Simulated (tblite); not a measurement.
Record of a relaxation.

C₄H₉AlGe.
Atom-mapped SMILES: `[CH:1]#[C:2][AlH:3][CH2:4][CH2:5][GeH3:6]` (hydrogens: H7 on C1; H8 on Al3; H9, H10 on C4; H11, H12 on C5; H13, H14, H15 on Ge6)

Computed with GFN2-xTB (tblite), gas phase: L-BFGS steps from a force-field or distance-geometry start until the largest atomic force falls under 0.01 eV/Å. 11 of its 102 geometries are shown.

Step 0: E = -435.9041 eV, largest atomic force 1.363 eV/Å
```
atom  x, y, z in Å  |  force x, y, z in eV/Å
C1      4.340    0.745   -0.424   -0.423  -0.239   0.107
C2      3.296    0.136   -0.238    1.105   0.485  -0.037
Al3     1.675   -0.863    0.116    0.023  -0.182  -0.387
C4     -0.057    0.125    0.021    1.010   0.431   0.119
C5     -1.258   -0.769   -0.118   -1.208  -0.384   0.500
Ge6    -2.786    0.473   -0.178   -0.038   0.586  -0.103
H7      5.248    1.288   -0.586   -0.463  -0.271   0.050
H8      1.727   -2.432    0.216   -0.062   0.263   0.110
H9     -0.175    0.836    0.885   -0.026  -0.345  -0.645
H10    -0.026    0.736   -0.909    0.185   0.128   0.439
H11    -1.434   -1.402    0.772    0.396  -0.063  -0.429
H12    -1.225   -1.396   -1.018    0.143   0.002   0.335
H13    -2.353    1.649    0.781   -0.544  -0.615  -0.506
H14    -4.086   -0.197    0.245    0.048   0.351  -0.118
H15    -2.889    1.079   -1.597   -0.145  -0.150   0.566
```

Step 10: E = -436.1474 eV, largest atomic force 0.283 eV/Å
```
atom  x, y, z in Å  |  force x, y, z in eV/Å
C1      4.370    0.749   -0.419    0.014  -0.038  -0.002
C2      3.371    0.095   -0.208    0.016  -0.062  -0.039
Al3     1.704   -0.873    0.030    0.172  -0.031   0.131
C4     -0.015    0.114    0.001   -0.015  -0.082  -0.037
C5     -1.276   -0.772   -0.088    0.018   0.122  -0.071
Ge6    -2.809    0.458   -0.186   -0.198   0.188   0.073
H7      5.251    1.301   -0.594    0.052   0.048   0.005
H8      1.713   -2.406    0.245   -0.016  -0.010  -0.037
H9     -0.122    0.801    0.854    0.042  -0.030   0.038
H10     0.036    0.786   -0.873   -0.124  -0.001  -0.039
H11    -1.358   -1.440    0.772    0.062   0.076   0.008
H12    -1.242   -1.410   -0.974    0.051  -0.013  -0.002
H13    -2.524    1.609    0.738   -0.055  -0.037   0.000
H14    -4.149   -0.084    0.211   -0.035  -0.048  -0.054
H15    -2.955    1.082   -1.543    0.015  -0.080   0.026
```

Step 20: E = -436.1715 eV, largest atomic force 0.101 eV/Å
```
atom  x, y, z in Å  |  force x, y, z in eV/Å
C1      4.411    0.733   -0.418    0.020   0.014  -0.002
C2      3.433    0.046   -0.211   -0.068  -0.033  -0.007
Al3     1.731   -0.878    0.025    0.097  -0.022  -0.015
C4     -0.002    0.117   -0.025    0.002   0.011   0.018
C5     -1.280   -0.741   -0.083    0.012  -0.001  -0.001
Ge6    -2.845    0.465   -0.167   -0.093   0.010  -0.002
H7      5.273    1.321   -0.591   -0.027  -0.054   0.020
H8      1.714   -2.417    0.247   -0.010   0.065  -0.016
H9     -0.071    0.777    0.854    0.027   0.069   0.017
H10     0.008    0.808   -0.885    0.001   0.006   0.004
H11    -1.345   -1.395    0.790    0.030  -0.003  -0.035
H12    -1.257   -1.383   -0.965   -0.036  -0.062   0.029
H13    -2.612    1.616    0.764   -0.039   0.002   0.007
H14    -4.191   -0.115    0.169    0.074  -0.034  -0.008
H15    -2.971    1.053   -1.538    0.011   0.031  -0.010
```

Step 30: E = -436.1821 eV, largest atomic force 0.146 eV/Å
```
atom  x, y, z in Å  |  force x, y, z in eV/Å
C1      4.431    0.705   -0.413    0.028   0.000  -0.003
C2      3.452    0.010   -0.237   -0.037   0.044   0.007
Al3     1.730   -0.867    0.004    0.118  -0.066  -0.055
C4      0.006    0.142   -0.039    0.034   0.031   0.017
C5     -1.277   -0.711   -0.064   -0.015   0.004   0.007
Ge6    -2.863    0.468   -0.166   -0.028  -0.105   0.009
H7      5.300    1.287   -0.564   -0.031  -0.055   0.013
H8      1.706   -2.400    0.229   -0.035   0.012   0.000
H9     -0.026    0.808    0.839   -0.058   0.041   0.008
H10     0.007    0.832   -0.899   -0.017  -0.009  -0.021
H11    -1.325   -1.354    0.819   -0.001   0.058  -0.015
H12    -1.278   -1.380   -0.929    0.041   0.009   0.015
H13    -2.732    1.613    0.788    0.000   0.008   0.035
H14    -4.163   -0.220    0.131    0.012   0.028  -0.032
H15    -2.973    1.075   -1.531   -0.009   0.001   0.013
```

Step 40: E = -436.1965 eV, largest atomic force 0.147 eV/Å
```
atom  x, y, z in Å  |  force x, y, z in eV/Å
C1      4.476    0.646   -0.407   -0.037  -0.031   0.005
C2      3.448    0.012   -0.287    0.040  -0.003   0.007
Al3     1.716   -0.855   -0.043    0.130   0.017   0.044
C4      0.023    0.211   -0.049    0.019   0.023  -0.027
C5     -1.246   -0.660   -0.031   -0.066  -0.003   0.044
Ge6    -2.891    0.438   -0.158    0.017  -0.146  -0.007
H7      5.378    1.189   -0.514   -0.076  -0.067   0.004
H8      1.641   -2.396    0.178   -0.026   0.103  -0.041
H9     -0.007    0.917    0.796   -0.027  -0.017  -0.017
H10     0.012    0.856   -0.941   -0.027   0.036  -0.038
H11    -1.278   -1.252    0.888    0.000  -0.015  -0.002
H12    -1.229   -1.380   -0.857    0.004   0.055   0.042
H13    -2.910    1.542    0.851    0.035   0.000   0.048
H14    -4.146   -0.362    0.034    0.007   0.025  -0.010
H15    -2.991    1.102   -1.492    0.008   0.022  -0.052
```

Step 50: E = -436.2156 eV, largest atomic force 0.128 eV/Å
```
atom  x, y, z in Å  |  force x, y, z in eV/Å
C1      4.539    0.541   -0.389   -0.002  -0.034   0.004
C2      3.472   -0.032   -0.309    0.059   0.059   0.030
Al3     1.684   -0.761   -0.084    0.110   0.005  -0.012
C4      0.016    0.333   -0.075   -0.012   0.024  -0.035
C5     -1.200   -0.605    0.031   -0.096  -0.020  -0.006
Ge6    -2.920    0.361   -0.153    0.025  -0.124   0.021
H7      5.480    1.016   -0.466   -0.037  -0.030  -0.010
H8      1.512   -2.287    0.064   -0.038  -0.064   0.011
H9     -0.017    1.089    0.722   -0.057   0.020  -0.022
H10    -0.042    0.902   -1.015   -0.066   0.086   0.002
H11    -1.187   -1.127    0.993    0.005  -0.025  -0.049
H12    -1.148   -1.376   -0.745    0.038  -0.029   0.039
H13    -3.075    1.356    0.945   -0.011   0.103   0.063
H14    -4.133   -0.521   -0.112    0.049  -0.011   0.009
H15    -2.986    1.118   -1.439    0.033   0.042  -0.044
```

Step 61: E = -436.2298 eV, largest atomic force 0.071 eV/Å
```
atom  x, y, z in Å  |  force x, y, z in eV/Å
C1      4.585    0.469   -0.374   -0.045  -0.011   0.005
C2      3.488   -0.039   -0.271    0.049   0.051   0.010
Al3     1.663   -0.690   -0.108   -0.036   0.009  -0.024
C4     -0.013    0.411   -0.113   -0.022  -0.008   0.002
C5     -1.173   -0.594    0.051    0.037   0.009  -0.004
Ge6    -2.914    0.310   -0.140   -0.034   0.051  -0.003
H7      5.544    0.902   -0.463    0.006  -0.032  -0.001
H8      1.417   -2.216    0.003   -0.005   0.007   0.015
H9     -0.078    1.178    0.673    0.015  -0.020  -0.009
H10    -0.149    0.966   -1.055    0.022  -0.002   0.011
H11    -1.119   -1.076    1.032    0.023  -0.016   0.008
H12    -1.083   -1.400   -0.687    0.000   0.018  -0.016
H13    -3.133    1.273    0.989    0.006  -0.012  -0.022
H14    -4.094   -0.611   -0.174   -0.020  -0.022   0.012
H15    -2.945    1.125   -1.398    0.004  -0.025   0.016
```

Step 71: E = -436.2326 eV, largest atomic force 0.035 eV/Å
```
atom  x, y, z in Å  |  force x, y, z in eV/Å
C1      4.589    0.459   -0.368   -0.007  -0.021   0.004
C2      3.476   -0.007   -0.252    0.027   0.004  -0.007
Al3     1.653   -0.671   -0.111   -0.002  -0.005  -0.005
C4     -0.019    0.426   -0.124   -0.016  -0.013   0.010
C5     -1.167   -0.591    0.045    0.010  -0.012   0.000
Ge6    -2.919    0.297   -0.130   -0.003   0.035   0.000
H7      5.565    0.852   -0.465    0.000  -0.005   0.004
H8      1.401   -2.196    0.008    0.016   0.011   0.005
H9     -0.075    1.182    0.672   -0.018   0.011  -0.011
H10    -0.164    0.987   -1.059    0.002   0.007   0.012
H11    -1.093   -1.084    1.020    0.008  -0.004   0.004
H12    -1.082   -1.388   -0.702    0.018   0.006  -0.018
H13    -3.133    1.270    0.987   -0.009  -0.010   0.000
H14    -4.097   -0.629   -0.161    0.001  -0.002   0.017
H15    -2.939    1.101   -1.393   -0.028  -0.003  -0.016
```

Step 81: E = -436.2366 eV, largest atomic force 0.055 eV/Å
```
atom  x, y, z in Å  |  force x, y, z in eV/Å
C1      4.628    0.394   -0.354   -0.015   0.009  -0.002
C2      3.480    0.015   -0.249    0.053   0.009  -0.009
Al3     1.646   -0.611   -0.113    0.013  -0.018   0.011
C4     -0.033    0.478   -0.131   -0.015  -0.027   0.005
C5     -1.155   -0.568    0.030   -0.006  -0.028  -0.010
Ge6    -2.933    0.275   -0.117    0.002  -0.003   0.008
H7      5.625    0.729   -0.444    0.001  -0.013   0.007
H8      1.412   -2.139    0.017   -0.020   0.024   0.001
H9     -0.112    1.230    0.667    0.001   0.011  -0.025
H10    -0.193    1.033   -1.068    0.023   0.035   0.023
H11    -1.053   -1.091    0.986   -0.015   0.024   0.007
H12    -1.060   -1.338   -0.744    0.005  -0.015  -0.016
H13    -3.175    1.246    0.997    0.026   0.011  -0.028
H14    -4.075   -0.692   -0.109   -0.028  -0.032   0.001
H15    -3.005    1.045   -1.400   -0.024   0.013   0.028
```

Step 91: E = -436.2404 eV, largest atomic force 0.028 eV/Å
```
atom  x, y, z in Å  |  force x, y, z in eV/Å
C1      4.656    0.367   -0.347   -0.015  -0.002   0.002
C2      3.494    0.036   -0.245    0.024   0.015  -0.002
Al3     1.652   -0.570   -0.097    0.010  -0.009   0.000
C4     -0.045    0.496   -0.129    0.002   0.000  -0.004
C5     -1.156   -0.568   -0.009   -0.006   0.004  -0.001
Ge6    -2.948    0.255   -0.115    0.014  -0.008   0.002
H7      5.667    0.660   -0.434   -0.008  -0.003   0.003
H8      1.426   -2.096    0.048   -0.021   0.002   0.004
H9     -0.153    1.235    0.678    0.004  -0.007   0.006
H10    -0.187    1.072   -1.056   -0.004  -0.001  -0.003
H11    -1.053   -1.115    0.934    0.003   0.009  -0.009
H12    -1.047   -1.314   -0.805   -0.008   0.005   0.006
H13    -3.132    1.264    0.977    0.001  -0.012   0.003
H14    -4.085   -0.718   -0.031    0.011   0.002   0.008
H15    -3.092    1.003   -1.403   -0.007   0.005  -0.015
```

Step 101: E = -436.2409 eV, largest atomic force 0.009 eV/Å
```
atom  x, y, z in Å  |  force x, y, z in eV/Å
C1      4.664    0.356   -0.343   -0.004  -0.008   0.002
C2      3.497    0.040   -0.246    0.001  -0.001   0.000
Al3     1.652   -0.559   -0.100   -0.002  -0.008   0.001
C4     -0.044    0.508   -0.136    0.003   0.004  -0.002
C5     -1.152   -0.559   -0.016    0.000   0.003   0.001
Ge6    -2.949    0.250   -0.115   -0.003  -0.007  -0.002
H7      5.679    0.634   -0.425   -0.004   0.007   0.001
H8      1.410   -2.083    0.055    0.000  -0.001   0.001
H9     -0.151    1.241    0.677   -0.001   0.003  -0.003
H10    -0.191    1.087   -1.059   -0.001   0.003   0.000
H11    -1.047   -1.107    0.927    0.009   0.000  -0.002
H12    -1.043   -1.306   -0.812   -0.002   0.005   0.000
H13    -3.140    1.253    0.981    0.005   0.000  -0.002
H14    -4.070   -0.740   -0.018   -0.002  -0.003   0.003
H15    -3.118    0.993   -1.404    0.000   0.004   0.000
```

**Question.** Summarise the path.

**Answer.** The energy falls by 32.49 kJ/mol from step 0 to step 101; nine tenths of that is first reached at step 47. It falls at every step. The largest force goes from 1.363 to 0.009 eV/Å. Among the bonds Ge6–H13 changes most, from 1.579 to 1.497 Å; the atoms move by 0.494 Å rms after alignment.

**Question.** Follow the three bonds and two angles with the largest change from start to end.

**Answer.** 
```tsv
step	E above end (kJ/mol)	largest force (eV/Å)	Ge6–H13 (Å)	Ge6–H15 (Å)	C4–C5 (Å)	C2–Al3–C4 (°)	Al3–C4–C5 (°)
0	32.49	1.363	1.579	1.547	1.503	117.5	113.8
4	15.39	0.513	1.498	1.494	1.541	117.8	115.6
9	9.71	0.311	1.502	1.498	1.540	119.5	115.3
13	7.83	0.153	1.495	1.499	1.543	119.9	115.5
18	7.04	0.138	1.503	1.499	1.539	120.7	116.3
22	6.50	0.071	1.496	1.496	1.542	121.3	116.3
26	6.12	0.077	1.501	1.499	1.543	121.9	116.5
31	5.54	0.102	1.496	1.498	1.541	122.1	115.9
35	4.99	0.122	1.502	1.500	1.541	121.3	115.1
40	4.29	0.147	1.495	1.494	1.539	120.9	113.3
44	3.60	0.123	1.502	1.501	1.544	121.1	112.0
48	3.01	0.156	1.497	1.497	1.540	122.6	110.0
53	1.72	0.113	1.499	1.500	1.543	126.7	106.6
57	1.23	0.081	1.493	1.495	1.541	126.7	105.6
61	1.07	0.071	1.499	1.499	1.544	126.9	105.7
66	0.91	0.051	1.497	1.498	1.542	126.6	105.5
70	0.82	0.038	1.497	1.498	1.543	126.6	105.2
75	0.69	0.051	1.497	1.495	1.542	126.8	104.5
79	0.49	0.065	1.496	1.501	1.542	127.8	104.2
83	0.32	0.088	1.499	1.494	1.543	128.3	103.3
88	0.08	0.036	1.498	1.499	1.544	129.6	103.7
92	0.04	0.025	1.497	1.496	1.543	129.4	104.0
97	0.01	0.011	1.497	1.498	1.543	129.6	103.9
101	0.00	0.009	1.497	1.497	1.543	129.6	103.8
```

The cost below is that of the whole relaxation. Hardware: an Intel Xeon Platinum 8488C with one thread, shared host with 96 logical CPUs at a one-minute load of 39. Cost: 0.71 s of wall time.
